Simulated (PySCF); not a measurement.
Ag⁺: ionisation energy

Ag⁺ [Kr] 4d10 (1S) → Ag²⁺ [Kr] 4d9 (2D), as a difference of total energies. Computed with PySCF 2.14 in aug-cc-pwCVDZ-PP with ECP28MDF (6s6p5d3f, 70 functions), with scalar relativity through the core potential. Correlated levels: valence: 4s2 4p6 frozen. The calculations carry no spin-orbit coupling.

```csv
method,ionisation energy (eV)
UHF,19.709
MP2 (valence),21.738
SCS-MP2 (valence),21.525
CCSD (valence),21.346
CCSD(T) (valence),21.449
```

Task: How much does correlation contribute at CCSD(T) (valence)?

Result: 21.449 − (19.709) = 1.740 eV, measured against UHF.

The reference lies between the lowest fine-structure levels, while these numbers refer to the centres of the terms.

Errors of the correlated levels include the incompleteness of this basis and the frozen core.

For comparison: 21.484 eV (measured; NIST Atomic Spectra Database, ionization energies).
